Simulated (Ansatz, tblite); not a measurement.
Forces on SiEt3(NCO) (C7H15NOSi) at its PBE-D4/def2-SVP geometry. Total charge 0; singlet.

The xTB rows come from tblite. Single mean-field runs in def2-TZVP are fitted with def2-universal-jkfit.

GFN2-xTB (tblite), largest force 2.79 eV/Å:

```xyz
25
positions Å, forces eV/Å
Si    0.068   -0.062   -0.007   -0.693    0.640    0.069
C     1.564    0.817   -0.764    0.418   -0.019   -0.517
C     2.055    2.045    0.014    0.172    0.361    0.201
H     1.293    1.100   -1.805    0.282    0.022    0.612
H     2.376    0.061   -0.863   -0.303    0.609    0.079
H     2.910    2.540   -0.491   -0.496   -0.353    0.211
H     1.251    2.802    0.121    0.421   -0.539   -0.134
H     2.390    1.779    1.038   -0.233    0.040   -0.664
C     0.433   -0.674    1.746    0.487   -0.047    0.457
C    -0.769   -1.283    2.482   -0.327   -0.188    0.237
H     0.844    0.184    2.322   -0.331   -0.566   -0.146
H     1.265   -1.410    1.672   -0.562    0.309    0.240
H    -0.507   -1.595    3.514   -0.054    0.215   -0.607
H    -1.605   -0.558    2.556    0.587   -0.364   -0.101
H    -1.161   -2.180    1.959    0.337    0.569    0.241
C    -0.555   -1.460   -1.119   -0.112   -0.667   -0.019
C    -1.012   -1.020   -2.517   -0.140    0.103   -0.416
H    -1.386   -1.968   -0.583    0.375    0.249   -0.503
H     0.260   -2.215   -1.190   -0.548    0.369   -0.173
H    -1.395   -1.873   -3.116    0.235    0.421    0.432
H    -1.825   -0.267   -2.456    0.504   -0.473    0.079
H    -0.185   -0.561   -3.097   -0.436   -0.307    0.462
N    -1.222    1.121    0.116   -1.483    1.365    0.133
C    -2.109    1.938    0.196   -0.146    0.136    0.008
O    -2.979    2.739    0.274    2.047   -1.886   -0.182
```

PBE-D4/def2-TZVP (Ansatz), largest force 0.47 eV/Å:

```
Si -0.147 0.141 0.020
C 0.001 -0.165 -0.201
C 0.083 0.225 0.155
H 0.074 -0.053 0.263
H -0.188 0.198 0.036
H -0.224 -0.136 0.120
H 0.211 -0.201 -0.038
H -0.092 0.053 -0.277
C 0.250 0.082 -0.015
C -0.231 -0.116 0.117
H -0.113 -0.216 -0.134
H -0.216 0.165 0.030
H -0.056 0.088 -0.271
H 0.229 -0.186 -0.015
H 0.115 0.239 0.131
C 0.031 -0.185 0.186
C -0.080 0.107 -0.258
H 0.197 0.128 -0.150
H -0.200 0.187 0.003
H 0.100 0.209 0.175
H 0.212 -0.204 -0.016
H -0.211 -0.124 0.169
N -0.251 0.230 0.020
C 0.347 -0.319 -0.036
O 0.160 -0.147 -0.012
```

r2SCAN-D4/def2-TZVP (Ansatz), largest force 1.15 eV/Å:

```
Si -0.221 0.209 0.028
C -0.044 -0.287 -0.274
C 0.134 0.345 0.232
H 0.133 -0.092 0.462
H -0.326 0.349 0.052
H -0.404 -0.244 0.220
H 0.367 -0.362 -0.066
H -0.162 0.096 -0.493
C 0.368 0.137 -0.088
C -0.348 -0.179 0.190
H -0.200 -0.383 -0.230
H -0.373 0.295 0.059
H -0.105 0.156 -0.487
H 0.405 -0.326 -0.036
H 0.207 0.426 0.232
C 0.080 -0.228 0.319
C -0.123 0.149 -0.398
H 0.346 0.222 -0.266
H -0.358 0.320 0.003
H 0.180 0.383 0.305
H 0.378 -0.357 -0.017
H -0.375 -0.223 0.299
N -0.686 0.631 0.058
C 0.286 -0.262 -0.031
O 0.841 -0.774 -0.073
```
